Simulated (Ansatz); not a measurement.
Start from `FC[SiH](F)F` and change one atom or group to get `F[SiH](F)S`.

Ansatz, PBE0-D4/def2-TZVP geometries, multiplicity 1. Each molecule was computed in one conformer, which needn't be the lowest.

```
                                                                                  property  `FC[SiH](F)F`
ideal-gas entropy at 298 K and 1 bar (rigid rotor, harmonic PBE0-D4/def2-TZVP) / J/(mol·K)            330
                                          size of the dipole moment (B3LYP/def2-TZVPP) / D           1.40
                                            zero-point energy (PBE0-D4/def2-TZVP) / kJ/mol          117.6
                                                     HOMO energy (ωB97M-V/def2-TZVPP) / eV         -11.44
                                                      HOMO–LUMO gap (PBE0/def2-TZVPP) / eV           9.23
                                                       HOMO–LUMO gap (PBE/def2-TZVPP) / eV           6.65
```

Give the same properties after the change, and the shifts. (An estimate is asked.)

Ansatz gave: 
```tsv
property	`F[SiH](F)S`	shift
ideal-gas entropy at 298 K and 1 bar (rigid rotor, harmonic PBE0-D4/def2-TZVP) / J/(mol·K)	314	-16
size of the dipole moment (B3LYP/def2-TZVPP) / D	0.79	-0.61
zero-point energy (PBE0-D4/def2-TZVP) / kJ/mol	64.3	-53.3
HOMO energy (ωB97M-V/def2-TZVPP) / eV	-10.50	0.94
HOMO–LUMO gap (PBE0/def2-TZVPP) / eV	8.21	-1.02
HOMO–LUMO gap (PBE/def2-TZVPP) / eV	5.96	-0.69
```

With PBE0 the HOMO rises by 0.84 eV and the LUMO falls by 0.17 eV, so the gap narrows by about 1.01 eV. PBE moves the HOMO by 0.54 eV and ωB97M-V by 0.94 eV. The zero-point energy changes by -53.3 kJ/mol with -6 modes. Dipoles are sizes alone; their direction can turn.

B3LYP here is the variant with VWN-RPA as its local correlation; programs differ in this.
